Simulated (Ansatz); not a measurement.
Cost and result for the atomization energy of C2H6FISi (`C[Si](C)(F)I`) (11 atoms, 10 bonds).

| atom | x (Å) | y (Å) | z (Å) |
| --- | --- | --- | --- |
| C1 | -1.504 | 0.243 | -0.505 |
| Si2 | -0.051 | 0.017 | 0.618 |
| C3 | 1.584 | -0.079 | -0.241 |
| F4 | -0.010 | 1.245 | 1.643 |
| I5 | -0.377 | -2.009 | 1.957 |
| H6 | -1.586 | -0.596 | -1.199 |
| H7 | -2.429 | 0.306 | 0.069 |
| H8 | -1.390 | 1.165 | -1.083 |
| H9 | 1.609 | -0.930 | -0.925 |
| H10 | 2.394 | -0.197 | 0.482 |
| H11 | 1.760 | 0.835 | -0.815 |

Charge 0, multiplicity 1. Correlated methods include outer-core shells of I, which these sets cover unevenly. I takes the def2 core potential. All single points use the PBE0-D4/def2-TZVP geometry. Program: Ansatz. Hardware: A = 2 threads of an AMD EPYC 7R13 on a shared host; B = 2 threads of an AMD EPYC 7R13 on a shared host and a share of an NVIDIA H100 80 GB. Times are those of one run each, without the atoms' runs, and a repeat can differ threefold. Electronic energies, without spin–orbit coupling; frozen cores. CCSD(T)/CBS adds CCSD(T) − MP2 in def2-TZVPP to the MP2 limit, and its time is that of the two runs behind it. T1 = 0.009. With those shells the extrapolation isn't a true limit. B3LYP takes the VWN-RPA correlation (the form of Gaussian; ORCA's B3LYP/G).

CCSD(T)/CBS is a level of theory with its own doubt, some kJ/mol a heavy atom from the limit and from the frozen cores, so smaller differences don't rank the functionals.

```csv
level,functions,wall time
PBE-D4/def2-TZVPP (with forces) [A],269,4.1 s
MP2/def2-QZVPP [B],503,5.5 s
PBE0-D4/def2-TZVPP [A],269,5.5 s
r2SCAN-D4/def2-TZVPP (with forces) [A],269,7.5 s
B3LYP-D4/def2-TZVPP (with forces) [A],269,8.5 s
B2PLYP/def2-TZVPP [A],269,9.5 s
CCSD(T)/def2-TZVPP [B],269,10 s
ωB97X-V/def2-TZVPP [A],269,13 s
CCSD(T)/CBS(def2),–,16 s
ωB97M-V/def2-TZVPP (with forces) [A],269,18 s
```

**Question.** What atomization energy does each give, and how far from CCSD(T)/CBS? (An estimate is asked.)

**Answer.** Ansatz gave: 
```tsv
level	atomization (kcal/mol)	difference from CCSD(T)/CBS	per bond
PBE-D4/def2-TZVPP (with forces) [A]	994.3	7.0	0.7
MP2/def2-QZVPP [B]	993.3	6.0	0.6
PBE0-D4/def2-TZVPP [A]	983.6	-3.7	-0.4
r2SCAN-D4/def2-TZVPP (with forces) [A]	986.8	-0.5	-0.1
B3LYP-D4/def2-TZVPP (with forces) [A]	979.9	-7.4	-0.7
B2PLYP/def2-TZVPP [A]	971.6	-15.7	-1.6
CCSD(T)/def2-TZVPP [B]	961.1	-26.2	-2.6
ωB97X-V/def2-TZVPP [A]	985.0	-2.3	-0.2
CCSD(T)/CBS(def2)	987.3	0.0	0.0
ωB97M-V/def2-TZVPP (with forces) [A]	984.3	-3.0	-0.3
```

In def2-TZVPP, CCSD(T) changes the Hartree–Fock value by +214.3 kcal/mol (the triples alone add +12.5 kcal/mol) and MP2 by +230.9 kcal/mol; breaking electron pairs costs correlation energy, which Hartree–Fock lacks. From PBE to PBE0 (25 % exact exchange), in def2-TZVPP and without D4, the atomization energy moves by −9.7 kcal/mol: exact exchange takes away binding that semilocal exchange gives to molecules. The D4 term adds +10.5 kcal/mol with B3LYP and +5.6 kcal/mol with PBE0; it sums over pairs of atoms, weighted by their polarisabilities, and B3LYP, whose exchange is more repulsive, gets the larger term.

Spin–orbit coupling would lower the free I atoms strongly, and the atomization energy with them, by more than many differences here.
